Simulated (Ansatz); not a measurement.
`CO[Si](N)(F)F` + `CCC(C)=O` → `CCC(=O)CC` + `N[Si](O)(F)F`  (formal exchange of groups at a C–O bond)

Calculated with Ansatz (gas phase, PBE0-D4/def2-TZVP geometries, no zero-point term in ΔE). CBS: MP2 limit from def2 TZ/QZ plus the TZ coupled-cluster correction, frozen cores. Functionals use def2-TZVPP. HSE06 is defined as in plane-wave codes. Each species was taken in one conformer, which may not be the lowest.

Q: Is it downhill or uphill in electronic energy at CCSD(T)/CBS, and by how much? (Estimate.)

A: Ansatz gave: Downhill: ΔE = -14.0 kcal/mol.

Q: What do these levels give: B97M-V, ωB97X-V, HSE06, CCSD/def2-TZVPP, MP2/CBS(def2), CCSD/CBS(def2)? (Best estimate.)

A: The calculation gave: B97M-V -13.1, ωB97X-V -12.3, HSE06 -13.2, CCSD/def2-TZVPP -13.5, MP2/CBS(def2) -15.3, CCSD/CBS(def2) -13.7 kcal/mol.

Largest T1 diagnostic among the species: 0.013.

At CCSD(T), def2-SVP lies +2.1 kcal/mol from the extrapolated value and def2-TZVPP +0.3 kcal/mol. From BLYP to BHLYP (50 % exact exchange), in def2-TZVPP and without D4, ΔE moves by −0.9 kcal/mol. Leaving LDA and LC-ωPBE aside and taking each functional with its dispersion term where it has one, the values, not all of them listed here, spread over 3.3 kcal/mol, from PBE-QIDH to BLYP-D4. LDA lies −1.4 kcal/mol from PBE without D4.
